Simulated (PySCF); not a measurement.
# Energy of Cu⁻ (copper, charge -1) between two integer charges

The 4s beta orbital of [Ar] 3d10 4s2 is emptied in steps (occupation f), with all orbitals relaxed, ending at [Ar] 3d10 4s1. All numbers are calculated (PySCF 2.14, the non-relativistic Hamiltonian (point nucleus), in aug-pcseg-2). The exact energy is a straight line in f; departures are measured from the line between the end points of the same method.

```
  f  BLYP (eV)
  1      0.000
0.9     -0.224
0.7     -0.538
0.5     -0.659
0.3     -0.567
0.1     -0.249
  0      0.000
```

Q: For BLYP, how does the orbital energy at f = 1 compare with the removal energy?

A: −ε = -1.134 eV against a total-energy difference of 1.322 eV. By Janak's theorem ε = ∂E/∂f, so the gap between them reflects the curvature. Along the path −ε is -0.704 (f = 0.9), 0.222 (f = 0.7), 1.237 (f = 0.5), 2.335 (f = 0.3), 3.506 (f = 0.1) eV.

At f = 1 the orbital energy is positive for BLYP: only the finite basis holds the electron.

Reference removal energy between the ground levels: 1.236 eV (measured; photodetachment measurements, as compiled on the Wikipedia data page of electron affinities).
